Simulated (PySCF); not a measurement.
Sn(Cl)3(NHMe) (CH4Cl3NSn), SMILES C[NH][Sn]([Cl])([Cl])[Cl].

Geometry: B3LYP-D3(BJ)/def2-SVP. The def2 effective core potentials stand for the cores of Sn; spin–orbit coupling is left out. Other conformers were not sampled.

The numbers are results of B3LYP-D3(BJ)/def2-SVP (PySCF), not measurements.

Frequencies are harmonic and unscaled.

Computed normal modes with their intensities:
```tsv
mode	ν (cm⁻¹)	IR (km/mol)	moving atoms (share of kinetic energy)
1	33	0.6	C 42 %, Cl 28 %, H 24 %
2	75	0.7	Cl 46 %, C 28 %, H 16 %
3	104	3.0	Cl 77 %, Sn 10 %
4	108	4.6	Cl 80 %, Sn 14 %
5	122	13.5	Cl 65 %, Sn 27 %
6	140	3.9	H 50 %, N 23 %, Cl 18 %, Sn 8 %
7	205	8.9	H 57 %, N 33 %
8	264	10.2	C 34 %, N 27 %, H 24 %
9	349	15.0	Cl 87 %
10	380	56.2	Cl 73 %, Sn 27 %
11	392	63.6	Cl 70 %, Sn 30 %
12	484	75.1	N 47 %, H 36 %, Sn 10 %
13	646	37.3	H 62 %, N 32 %
14	1066	8.2	H 56 %, C 26 %, N 18 %
15	1102	67.4	H 43 %, N 32 %, C 25 %
16	1131	12.9	H 74 %, C 19 %
17	1352	6.0	H 76 %, N 14 %, C 10 %
18	1442	9.5	H 88 %, C 12 %
19	1470	16.8	H 95 %
20	1488	3.6	H 97 %
21	2990	67.0	H 96 %
22	3068	18.6	H 91 %, C 9 %
23	3111	8.9	H 91 %, C 9 %
24	3534	21.5	H 93 %
```
